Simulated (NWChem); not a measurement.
System: ZrNH$_{2}$Cl$_{3}$; SMILES [NH2][Zr]([Cl])([Cl])[Cl]

Input file for NWChem:

```
start job
memory heap 200 mb stack 900 mb global 1100 mb
geometry units angstroms noautoz
  Zr    -0.033916    -0.023664     0.187806
  Cl     2.154066     0.587103    -0.417951
  Cl    -1.498986     1.664289    -0.526219
  Cl    -0.557995    -2.173502    -0.580941
  N     -0.135425    -0.092692     2.173198
  H     -0.167229     0.716181     2.792954
  H     -0.143894    -0.942671     2.735879
end
basis spherical
  * library def2-svp
end
ecp
  Zr library def2-ecp
end
dft
  xc mn15
  iterations 150
  mulliken
end
task dft energy
```

Output (shortened):

```
             Northwest Computational Chemistry Package (NWChem) 7.3.0
             --------------------------------------------------------

 C1  symmetry detected

                             Geometry "geometry" -> ""
                             -------------------------

 Output coordinates in angstroms (scale by  1.889725989 to convert to a.u.)

  No.       Tag          Charge          X              Y              Z
 ---- ---------------- ---------- -------------- -------------- --------------
    1 Zr                  40.0000    -0.02230204    -0.01721451     0.16497776
    2 Cl                  17.0000     2.16572481     0.55818802    -0.47431369
    3 Cl                  17.0000    -1.47285488     1.68650799    -0.54119022
    4 Cl                  17.0000    -0.58706277    -2.16457507    -0.58156235
    5 N                    7.0000    -0.09797245    -0.07122514     2.15198736
    6 H                    1.0000    -0.10996550     0.74223378     2.76641822
    7 H                    1.0000    -0.11086754    -0.91713352     2.72068646

 Effective nuclear repulsion energy (a.u.)     743.4610039047

                                 NWChem DFT Module
                                 -----------------

 Summary of "ao basis" -> "ao basis" (spherical)
 ------------------------------------------------------------------------------
       Tag                 Description            Shells   Functions and Types
 ---------------- ------------------------------  ------  ---------------------
 Zr                         def2-svp                11       31   5s3p2d1f
 Cl                         def2-svp                 8       18   4s3p1d
 N                          def2-svp                 6       14   3s2p1d
 H                          def2-svp                 3        5   2s1p

            General Information
            -------------------
          SCF calculation type: DFT
          Wavefunction type:  closed shell.
          No. of atoms     :     7
          No. of electrons :    72
           Alpha electrons :    36
            Beta electrons :    36
          Charge           :     0
          Spin multiplicity:     1
          Use of symmetry is: off; symmetry adaption is: off
          Maximum number of iterations: 150
          AO basis - number of functions:   109
                     number of shells:    47
          Convergence on energy requested:  1.00D-06
          Convergence on density requested:  1.00D-05
          Convergence on gradient requested:  5.00D-04

              XC Information
              --------------
                         MN15 Method XC Functional
                     Hartree-Fock (Exact) Exchange  0.440
                          MN15 Exchange Functional  1.000
                        MN15 Correlation Potential  1.000

             Grid Information
             ----------------
          Grid used for XC integration:  medium
          Radial quadrature: Mura-Knowles
          Angular quadrature: Lebedev.
          Tag              B.-S. Rad. Rad. Pts. Rad. Cut. Ang. Pts.
          ---              ---------- --------- --------- ---------
          Zr                  1.55      123          10.0       590
          Cl                  1.00       88          11.0       590
          N                   0.65       49           9.0       434
          H                   0.35       45          11.0       434
          Grid pruning is: on
          Number of quadrature shells:   526
          Spatial weights used:  Erf1

      Superposition of Atomic Density Guess
      -------------------------------------

 Sum of atomic energies:       -1486.71278188

      Non-variational initial energy
      ------------------------------

 Total energy =   -1480.366903
 1-e energy   =   -2770.857385
 2-e energy   =     932.122431
 HOMO         =      -0.374209
 LUMO         =      -0.009521

     ---------------------------------------------
      Total Density - Mulliken Population Analysis
     ---------------------------------------------

    Atom       Charge   Shell Charges
 -----------   ------   -------------------------------------------------------
    1 Zr  12     9.87  -0.47  1.58  0.90  0.33  0.03  5.82  0.36  0.12  0.82  0.30  0.08
    2 Cl  17    17.57   2.00  1.99  1.23  0.72  5.94  2.23  3.44  0.01
    3 Cl  17    17.56   2.00  1.99  1.23  0.72  5.94  2.23  3.44  0.01
    4 Cl  17    17.55   2.00  1.99  1.23  0.72  5.94  2.23  3.43  0.01
    5 N    7     7.98   1.99  1.06  0.49  2.68  1.76  0.00
    6 H    1     0.74   0.58  0.11  0.04
    7 H    1     0.74   0.58  0.11  0.04

   convergence    iter        energy       DeltaE   RMS-Dens  Diis-err
 ---------------- ----- ----------------- --------- --------- ---------
 d= 0,ls=0.0,diis     1  -1482.6761096057 -1.84D+03  2.49D-02  1.93D+00
 d= 0,ls=0.0,diis     2  -1481.9300419893  7.46D-01  1.72D-02  7.84D+00
 d= 0,ls=0.0,diis     3  -1482.8778477787 -9.48D-01  1.84D-03  4.74D-02
 d= 0,ls=0.0,diis     4  -1482.8849881016 -7.14D-03  3.14D-04  1.93D-03
 d= 0,ls=0.0,diis     5  -1482.8852026507 -2.15D-04  1.36D-04  2.07D-04
  Resetting Diis
 d= 0,ls=0.0,diis     6  -1482.8852308964 -2.82D-05  3.49D-05  2.12D-05
 d= 0,ls=0.0,diis     7  -1482.8852334108 -2.51D-06  2.30D-05  2.46D-06
 d= 0,ls=0.0,diis     8  -1482.8852331640  2.47D-07  1.28D-05  4.88D-06
 d= 0,ls=0.0,diis     9  -1482.8852337521 -5.88D-07  1.74D-06  3.14D-08

         Total DFT energy =    -1482.885233752095
      One electron energy =    -2775.769063354731
           Coulomb energy =     1032.379363340014
    Exchange-Corr. energy =      -97.863585519588
 Nuclear repulsion energy =      358.368051782210

 Numeric. integr. density =       71.999996077461

                       DFT Final Molecular Orbital Analysis
                       ------------------------------------

 Vector   34  Occ=2.000000D+00  E=-3.738314D-01
              MO Center= -1.6D-01,  4.0D-01, -4.3D-01, r^2= 5.8D+00
   Bfn.  Coefficient  Atom+Function         Bfn.  Coefficient  Atom+Function
  ----- ------------  ---------------      ----- ------------  ---------------
    80     -0.302932  4 Cl pz                62      0.300798  3 Cl pz
    44      0.271788  2 Cl pz                59      0.240155  3 Cl pz
    77     -0.236626  4 Cl pz                41      0.218017  2 Cl pz
    61      0.211389  3 Cl py                58      0.170022  3 Cl py
    60      0.169472  3 Cl px                43      0.168461  2 Cl py

 Vector   35  Occ=2.000000D+00  E=-3.600130D-01
              MO Center=  5.3D-01,  3.7D-01, -5.0D-01, r^2= 5.6D+00
   Bfn.  Coefficient  Atom+Function         Bfn.  Coefficient  Atom+Function
  ----- ------------  ---------------      ----- ------------  ---------------
    43      0.439077  2 Cl py                40      0.342002  2 Cl py
    78      0.276619  4 Cl px                60     -0.267174  3 Cl px
    61     -0.231366  3 Cl py                75      0.210783  4 Cl px
    57     -0.208043  3 Cl px                37      0.195678  2 Cl py
    58     -0.175962  3 Cl py                72      0.120581  4 Cl px

 Vector   36  Occ=2.000000D+00  E=-3.341146D-01
              MO Center=  2.1D-01,  1.7D-01,  1.3D+00, r^2= 3.8D+00
   Bfn.  Coefficient  Atom+Function         Bfn.  Coefficient  Atom+Function
  ----- ------------  ---------------      ----- ------------  ---------------
    89      0.484021  5 N  px                92     -0.390678  5 N  px
    44      0.265054  2 Cl pz                41      0.200537  2 Cl pz
    62     -0.171634  3 Cl pz                18      0.144051  1 Zr d  1
    42      0.144655  2 Cl px                59     -0.129804  3 Cl pz
    38      0.114387  2 Cl pz                39      0.099512  2 Cl px

 Vector   37  Occ=0.000000D+00  E=-5.944644D-02
              MO Center= -6.2D-02, -5.3D-02,  2.1D-01, r^2= 2.5D+00
   Bfn.  Coefficient  Atom+Function         Bfn.  Coefficient  Atom+Function
  ----- ------------  ---------------      ----- ------------  ---------------
    16      0.764889  1 Zr d -1              15     -0.316018  1 Zr d -2
    19      0.269265  1 Zr d  2              21      0.219588  1 Zr d -1
    80      0.192600  4 Cl pz               101     -0.179846  6 H  s
   106      0.176718  7 H  s                 43      0.142782  2 Cl py
    60      0.142249  3 Cl px                62     -0.141931  3 Cl pz

 Vector   38  Occ=0.000000D+00  E=-4.411795D-02
              MO Center= -1.6D-01, -1.2D-01,  4.5D-02, r^2= 2.6D+00
   Bfn.  Coefficient  Atom+Function         Bfn.  Coefficient  Atom+Function
  ----- ------------  ---------------      ----- ------------  ---------------
    18      0.530681  1 Zr d  1              19     -0.519309  1 Zr d  2
    15     -0.446613  1 Zr d -2              78     -0.245825  4 Cl px
    44      0.175281  2 Cl pz                24     -0.166073  1 Zr d  2
    60     -0.164006  3 Cl px                75     -0.144322  4 Cl px
    20     -0.141347  1 Zr d -2              92      0.132282  5 N  px

 Vector   39  Occ=0.000000D+00  E=-3.075278D-02
              MO Center=  1.5D-01,  1.1D-01,  2.1D-01, r^2= 2.9D+00
   Bfn.  Coefficient  Atom+Function         Bfn.  Coefficient  Atom+Function
  ----- ------------  ---------------      ----- ------------  ---------------
    15      0.561137  1 Zr d -2              19     -0.473964  1 Zr d  2
    16      0.361128  1 Zr d -1              79     -0.273838  4 Cl py
    61     -0.269705  3 Cl py                71     -0.252841  4 Cl s
    43     -0.242450  2 Cl py                20      0.226541  1 Zr d -2
     7     -0.212415  1 Zr py                53      0.201902  3 Cl s

     ---------------------------------------------
      Total Density - Mulliken Population Analysis
     ---------------------------------------------

    Atom       Charge   Shell Charges
 -----------   ------   -------------------------------------------------------
    1 Zr  12    11.27  -0.48  1.64  0.86  0.40 -0.03  5.86  0.51  0.17  1.67  0.57  0.11
    2 Cl  17    17.23   2.00  1.97  1.23  0.73  5.93  2.24  3.11  0.01
    3 Cl  17    17.22   2.00  1.97  1.23  0.73  5.93  2.24  3.10  0.01
    4 Cl  17    17.22   2.00  1.97  1.23  0.73  5.93  2.24  3.10  0.01
    5 N    7     7.38   1.98  0.97  0.48  2.47  1.47  0.01
    6 H    1     0.84   0.70  0.10  0.04
    7 H    1     0.84   0.70  0.10  0.04

     -------------------------------------------
      Total Density - Lowdin Population Analysis
     -------------------------------------------

    Atom       Charge   Shell Charges
 -----------   ------   -------------------------------------------------------
    1 Zr  12    12.41   0.00  0.94  0.97  0.38  0.14  5.37  1.12  0.41  1.57  1.33  0.20
    2 Cl  17    16.90   2.00  1.95  1.01  0.76  5.83  2.33  3.02  0.01
    3 Cl  17    16.89   2.00  1.95  1.01  0.76  5.83  2.33  3.01  0.01
    4 Cl  17    16.88   2.00  1.95  1.01  0.76  5.83  2.33  3.00  0.01
    5 N    7     7.14   1.97  0.71  0.45  2.26  1.73  0.02
    6 H    1     0.90   0.58  0.20  0.12
    7 H    1     0.90   0.58  0.20  0.12

     Multipole analysis of the density
     ---------------------------------

     L   x y z        total         alpha         beta         nuclear
     -   - - -        -----         -----         ----         -------
     0   0 0 0      0.000000    -36.000000    -36.000000     72.000000

     1   1 0 0     -0.137260     -0.658656     -0.658656      1.180053
     1   0 1 0     -0.118297     -0.514579     -0.514579      0.910860
     1   0 0 1      1.200778      4.965068      4.965068     -8.729357

     2   2 0 0    -54.372377   -246.040259   -246.040259    437.708142
     2   1 1 0     -0.000987      0.000541      0.000541     -0.002070
     2   1 0 1     -0.111608      0.362307      0.362307     -0.836222
     2   0 2 0    -52.205824   -266.672433   -266.672433    481.139041
     2   0 1 1     -0.049106      0.271552      0.271552     -0.592209
     2   0 0 2    -44.058633   -133.361604   -133.361604    222.664575
```

Level: MN15/def2-SVP with def2 effective core potentials on Zr. Geometry: optimised at PBE0/def2-SVP. No frequency run checked for a minimum. def2 effective core potentials on Zr; no spin-orbit coupling.
